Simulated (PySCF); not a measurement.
Structure problem from calculated spectra and properties.

Formula: C2H2N2O2Si.

| Item | Value |
| --- | --- |
| UV, first state | lowest singlet excitation: 7.13 eV (174 nm, f = 0.000) [TDDFT CAM-B3LYP/def2-SVPD] |
| Triplet | lowest triplet excitation (Tamm–Dancoff): 6.60 eV [TDA CAM-B3LYP/def2-SVPD] |
| NMR, other nuclei | isotropic shieldings of nuclei other than C and H, by class: 222 (2 N), 191 (2 O), 441 (1 Si) ppm [GIAO KT2/pcSseg-1] |
| 1H NMR | chemical shifts (computed TMS as zero) by class: 5.17 (2 H) ppm [GIAO KT2/pcSseg-1] |
| Rotational structure | rotational constants A, B, C: 4.773, 0.945, 0.796 GHz [PBE0-D3(BJ)/def2-SVP] |
| Dipole | 2.37 D [CAM-B3LYP/def2-SVPD] |
| Polarisability | 67.5 au [CAM-B3LYP/def2-SVPD] |
| XPS | Si2p3/2 108.7, C1s 295.4 (×2), N1s 405.8 (×2), O1s 539.7 (×2), Si1s 1848.9 eV [ΔSCF SCAN, pcX-2 on the ionised atom, pcseg-1 elsewhere, spin-free X2C, 2p3/2 from a spin–orbit splitting computed afterwards within the 2p shell] |
| 13C NMR | chemical shifts (computed TMS as zero) by class: 116.5 (2 C) ppm [GIAO KT2/pcSseg-1] |

Gas-phase values; electronic properties from PySCF, density fitting. Levels stand in brackets. Geometry: PBE0-D3(BJ)/def2-SVP; no solvent, vibrations or thermal averaging. NMR classes are plain means over equivalent atoms (diastereotopic ones count apart unless rotation or inversion swaps them), as if these changed places fast.

**Question.** What is the compound? Reason from the data.

**Answer.** 2 carbons fall into 1 class: carbon bonded to N and O (116.5 ppm, 2 C). All hydrogens form one class (5.17 ppm): hydrogen on silicon. The other shieldings belong to: 222 ppm, nitrogen bonded to C and Si; 191 ppm, oxygen bonded to C; 441 ppm, silicon bonded to 2 N and 2 H. The core levels belong to: Si2p3/2 108.7 eV, silicon bonded to 2 N and 2 H; C1s 295.4 eV, carbon bonded to N and O; N1s 405.8 eV, nitrogen bonded to C and Si; O1s 539.7 eV, oxygen bonded to C; Si1s 1848.9 eV, silicon bonded to 2 N and 2 H. The optimised geometry has point group C2v and is an asymmetric top. Structure: Si(NCO)2H2 (`C(=O)=N[SiH2]N=C=O`). The assignments are read from this structure; whether some other isomer fits the data as well wasn't checked.
